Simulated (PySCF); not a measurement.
# `FC[O+]([AlH3-])CF` in a uniform electric field

Compound: C₂H₇AlF₂O.
Geometry (PBE0-D3(BJ)/def2-SVP, Å), atoms numbered from 1 in this order:
```xyz
13
C2H7AlF2O angstrom
F     -1.7842   -0.9171   -1.1706
C     -1.3605   -0.5074    0.0394
O     -0.0085   -0.1180   -0.0482
Al     0.5015    1.8603    0.1706
C      0.9174   -1.1677   -0.2100
F      1.0293   -1.8477    0.9484
H     -1.4502   -1.3341    0.7607
H     -1.9174    0.3834    0.3623
H     -0.4283    2.4619   -0.9841
H      2.0628    1.6438   -0.1127
H      0.0055    2.0786    1.6773
H      1.8708   -0.6899   -0.4710
H      0.5531   -1.8452   -0.9974
```

Level: B3LYP/def2-SVPD (PySCF); nuclei fixed, core orbitals frozen in the response. Permanent dipole (-0.774, -3.193, -0.372) D (1 au = 2.5417 D). Static polarisability (au):

```
x   67.12 -0.14  0.59
y   -0.14 67.29  0.31
z    0.59  0.31 61.77
```

Only the terms in μ and α are kept: μ(F) = μ + αF and ΔE = −μ·F − ½ F·αF.

Apply 0.002 au along ±x, ±y and ±z in turn. Tabulate induced and total dipoles and both energy terms.

```
field along  induced x (D)  induced y (D)  induced z (D)  total size (D)  −μ·F (kJ/mol)  −½F·αF (kJ/mol)
         +x          0.341         -0.001          0.003           3.244         +1.599           -0.352
         −x         -0.341          0.001         -0.003           3.402         -1.599           -0.352
         +y         -0.001          0.342          0.002           2.977         +6.596           -0.353
         −y          0.001         -0.342         -0.002           3.638         -6.596           -0.353
         +z          0.003          0.002          0.314           3.284         +0.769           -0.324
         −z         -0.003         -0.002         -0.314           3.359         -0.769           -0.324
```

For the field (0.0010, -0.0002, 0.0000) au, what is the induced dipole, and what angle does it make with the field?

αF = (0.171, -0.035, 0.001) D, at 0.5° to the field. The polarisability along this direction, F·αF/F², is 67.18 au, against a mean of 65.39 au.

Which field along μ doubles the dipole in that direction (linear response)?

The polarisability along the dipole is 67.25 au, so F = 1.3009 au / 67.25 au = 0.0193 au = 0.99 V/Å; higher-order terms are ignored.

What field makes μF equal to kT at 100 K?

kT = 0.3167 × 10⁻³ Eh, so F = 0.000243 au = 1.25 MV/cm.

Induction energy −ᾱe²/2R⁴ of a unit charge at 8 Å, the molecule taken as a point?

R = 15.12 bohr, so the energy is −65.4/(2 × 15.12⁴) Eh = -1.64 kJ/mol. The charge–dipole term at its most favourable orientation, −μe/R², is -14.9 kJ/mol.

One conformer (not necessarily the lowest) at the PBE0-D3(BJ)/def2-SVP geometry, without solvent, vibrations or thermal averaging.
